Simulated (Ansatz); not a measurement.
`[O]=[Mo]([F])([F])([Cl])[Cl]`, relaxed with RKS PBE0-D4/def2-TZVP in Ansatz from a PBE-D4/def2-SVP geometry. The force threshold is 0.005 eV/Å; the program also tests the step.

Total charge 0; spin multiplicity 1. Mo: def2 effective core potential.

Start:

```xyz
6

O    -1.105    0.953   -0.935
Mo   -0.103   -0.012   -0.022
F    -1.082   -0.449    1.501
F    -0.503   -1.759   -0.529
Cl    1.777   -0.223   -1.324
Cl    1.016    1.489    1.310
```

Q: By how much does the energy fall, and how many steps does the optimiser take? (Best estimate.)

A: The calculation gave: 6.11 kJ/mol, in 5 steps.

Q: Which bonds change most? (An estimate is asked.)

A: Ansatz gave: Mo2–Cl5 from 2.297 to 2.263 Å; Mo2–Cl6 from 2.297 to 2.263 Å; O1–Mo2 from 1.664 to 1.638 Å; Mo2–F4 from 1.862 to 1.842 Å.

Q: Give the relaxed structure. (Best estimate.)

A: Ansatz gave: 
```xyz
6

O    -1.094    0.947   -0.928
Mo   -0.107   -0.002   -0.029
F    -1.063   -0.444    1.482
F    -0.488   -1.738   -0.516
Cl    1.751   -0.222   -1.303
Cl    1.003    1.460    1.294
```
